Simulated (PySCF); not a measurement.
C2H5BO3, SMILES CB(O)C(=O)O. Heavy atoms are numbered as in [CH3:1][B:2]([OH:3])[C:4](=[O:5])[OH:6]. Hydrogens are named by the atom that carries them.

Geometry: B3LYP-D3(BJ)/def2-SVP. This is a generated structure with no PubChem entry under its InChIKey; it may be hypothetical. Other conformers were not sampled.

Computed with PBE/pcSseg-1 in PySCF.

GIAO shieldings, no solvent; atoms alike by connectivity are averaged. δ = σ(ref) − σ: ¹³C against TMS (σ = 182.0 ppm); ¹¹B against BF3 (σ = 83.9 ppm); ¹⁷O against H2O (σ = 334.3 ppm); ¹H against TMS (σ = 31.49 ppm), references at their B3LYP-D3(BJ)/def2-TZVP geometries, non-relativistic.

| nucleus | atoms | count | δ (ppm) |
|---|---|---|---|
| ¹³C | C4 | 1 | 181.6 |
| ¹³C | C1 (CH3) | 1 | 4.8 |
| ¹¹B | B2 | 1 | 28.1 |
| ¹⁷O | O5 | 1 | 457.3 |
| ¹⁷O | O6 (OH) | 1 | 242.7 |
| ¹⁷O | O3 (OH) | 1 | 219.8 |
| ¹H | H on O3 | 1 | 8.13 |
| ¹H | H on O6 | 1 | 6.46 |
| ¹H | H on C1 | 3 | 1.09 |
